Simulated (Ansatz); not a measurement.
**Predicting a hybrid from its neighbours: CH7FSi2**

The species is CH7FSi2 (11 atoms), meant as a singlet with charge 0. SMILES: `F[SiH2]C[SiH3]`. The shape is that of a PBE0-D4/def2-TZVP optimisation. This is one conformer, not always the lowest.

The HOMO–LUMO gap y, in eV, basis 6-31G(d); a is the functional's share of exact exchange. Programs: Ansatz 0.2.0.

```
functional  program     a  y (eV)
      BLYP   Ansatz     0    7.23
       PBE   Ansatz     0    7.22
     B3LYP   Ansatz   0.2    9.00
   r2SCAN0   Ansatz  0.25    9.97
      PBE0   Ansatz  0.25       ?
     BHLYP   Ansatz   0.5   11.57
```

Task: Fit y = c + s·a to the known rows and predict PBE0.

Result: 
1. Means of the 5 rows: a = 0.1900, y = 8.998.
2. Σ(Δa)² = 0.172, Σ(Δa·Δy) = 1.5294, so the slope is 1.5294/0.172 = 8.8919.
3. Intercept: 8.998 − (8.8919) × 0.1900 = 7.309. The largest residual of the fit is 0.44.
4. PBE0: 7.309 + (8.8919) × 0.25 = 9.53 eV.

The run gave 9.45 eV, so the prediction is off by +0.08 eV, within the largest residual. Exact exchange lowers occupied levels and raises empty ones.
